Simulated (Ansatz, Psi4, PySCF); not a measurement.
selenium dioxide (O2Se), singlet, at a GFN2-xTB geometry. Base run: WB97X/def2-TZVP (PySCF).

Geometry (Å):
```xyz
3

O     -1.3086     0.5502     0.0317
Se     0.0146    -0.2886    -0.0242
O      1.2465     0.6762     0.0710
```
Charge 0, spin multiplicity 1.
All else is at PySCF's defaults.

The same geometry, method and basis name were run in Ansatz (an electronic-structure program) and Psi4 and PySCF, at each program's defaults and at the settings that a row names. The base is PySCF at its defaults. Differences at the defaults can come from grids, fitting, cores and function types together.

```csv
code and settings,ΔE vs base (µEh),basis functions,E (Eh),SCF cycles,dipole (D)
"PySCF, defaults (exact integrals, its default grid, spherical functions)",0.0,110,-2551.98935,11,3.14
"Psi4, defaults (density fitting with its default set, its default grid, spherical functions)",(withheld),110,(withheld),8,3.14
"Ansatz, defaults (factorised integrals, its default grid, spherical functions)",30.6,110,-2551.98932,-,-
"PySCF, density fitting with def2-universal-jkfit",-10.3,110,-2551.98936,11,3.14
"PySCF, fine grid",6.9,110,-2551.98934,10,3.14
"Psi4, exact integrals, spherical functions, fine grid",39.3,110,-2551.98931,12,3.14
"Ansatz, high accuracy",7.1,110,-2551.98934,-,-
```

Question: Fill in the missing entries.

Answer: 
- Psi4, defaults (density fitting with its default set, its default grid, spherical functions), ΔE vs base (µEh): -275
- Psi4, defaults (density fitting with its default set, its default grid, spherical functions), E (Eh): -2551.98962
